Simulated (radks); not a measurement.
Cs II, 54 electrons, occupied as [Kr] 4d9.5 5s2 5p6 6s0.5 (fractional occupations, a model configuration).

All-electron calculation, scalar-relativistic Kohn-Sham, B86b exchange with PBE correlation, spin-polarised, spherical densities, finite nucleus; open shells are filled with parallel spins first (spin-orbit coupling, left out, can overturn this in heavy ions); Fermi nuclear charge, rms radius 4.8041 fm. Program: a radial shooting solver on a logarithmic mesh with Libxc functionals.

Energy parts (Ry):
| part | energy |
|---|---|
| total | -15571.8005 |
| kinetic | 16405.8204 |
| electron-nucleus | -37634.3227 |
| Hartree | 6041.3268 |
| exchange-correlation | -384.6250 |

Orbitals (lengths in bohr, moments of r in powers of bohr):
orbital  occ.  eigenvalue (Ry)   <1/r>
1s up       1        -2632.279   59.40
1s down     1        -2632.278   59.40
2s up       1        -413.7545   13.64
2s down     1        -413.7397   13.64
2p up       3        -371.2684   13.00
2p down     3        -371.2569   13.00
3s up       1        -86.78352   4.918
3s down     1        -86.77661   4.918
3p up       3        -73.11037   4.669
3p down     3        -73.10246   4.669
3d up       5        -53.04522   4.424
3d down     5        -53.03269   4.424
4s up       1        -17.10319   2.022
4s down     1        -17.06026   2.023
4p up       3        -12.71719   1.862
4p down     3        -12.67459   1.862
4d up       5         -6.32263   1.597
4d down   4.5         -6.28221   1.596
5s up       1         -2.59474  0.7731
5s down     1         -2.58346  0.7720
5p up       3         -1.57506  0.6484
5p down     3         -1.56489  0.6490
6s up     0.5         -0.50196  0.2747

The highest occupied level is 6s up at -6.830 eV. The electron density at the nucleus is 3.066e+05 e/bohr^3 (large components only). The spin density at the nucleus is 6.916 e/bohr^3 (1s -0.009, 2s -0.554, 3s 0.105, 4s -0.122, 5s 0.505, 6s 6.991). The density falls to 0.001 e/bohr^3 at r = 4.31 bohr. Spin moment in Bohr magnetons: 1.

Run on one thread of a shared host, so times are rough (Intel(R) Xeon(R) Platinum 8259CL CPU @ 2.50GHz): 0.33 s of CPU time, 0.33 s wall, 15 iterations on 2360 mesh points.
